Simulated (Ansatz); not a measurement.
Cost and result up the ladder for WO2Br2 (WBr2O2) (5 atoms). Total charge 0; singlet. Geometry: B3LYP-D4/def2-SVP.

```xyz
5

W    -0.0963   -0.0740   -0.0198
O    -0.5732   -0.7504   -1.5096
O    -1.2146   -0.6175    1.1457
Br   -0.2275    2.3454   -0.1724
Br    2.1116   -0.9035    0.5562
```

Ansatz on 4 threads of Arm Neoverse V1 on a shared host. Times are rough, and most runs start from the orbitals of an earlier one. ωB97X-V/def2-TZVP serves as the yardstick here, not as an exact answer. Differences are given only for rows in sets of like size (and for xTB, whose basis is part of the method), since another set adds its own error. Binding counts from free atoms at the same level (W quintet, O triplet, Br doublet; other spins of the atoms weren't run), without zero-point energy or a counterpoise term.

In the def2 sets W takes a core potential; there is no spin–orbit coupling. B3LYP takes the VWN-RPA correlation. Correlated methods freeze 20 core orbitals; core or outer-core shells of W, Br are correlated, in sets that lack core-valence functions. The rows differ in basis, and correlated rows in double-zeta sets carry the largest basis error.

Second-order perturbation terms are unreliable where d shells bring near-degenerate states, and here MP2/def2-TZVP lies more than 0.4 eV from the median of the functionals without such a term.

Correlated methods converge slowly with the basis, most of all in double-zeta sets.

```tsv
level	functions	wall time
HF/def2-TZVP	198	4.7 s
B3LYP-D4/def2-TZVP	198	5.5 s
BHLYP-D4/def2-TZVP	198	6 s
MP2/def2-TZVP	198	6 s
B97M-V/def2-TZVP	198	12 s
ωB97X-V/def2-TZVP	198	13 s
CCSD(T)/def2-SVP	124	31 s
```

**Question.** Estimate what each level gives for the binding energy per atom (eV).

**Answer.** 
| level | binding energy per atom (eV) | difference from ωB97X-V/def2-TZVP (eV) | remarks |
| --- | --- | --- | --- |
| HF/def2-TZVP | 2.38 | -2.12 | – |
| B3LYP-D4/def2-TZVP | 4.45 | -0.04 | – |
| BHLYP-D4/def2-TZVP | 3.98 | -0.51 | – |
| MP2/def2-TZVP | 4.95 | 0.45 | test for broken spin undecided |
| B97M-V/def2-TZVP | 4.55 | 0.05 | – |
| ωB97X-V/def2-TZVP | 4.50 | 0.00 | – |
| CCSD(T)/def2-SVP | 4.19 | – | test for broken spin undecided |
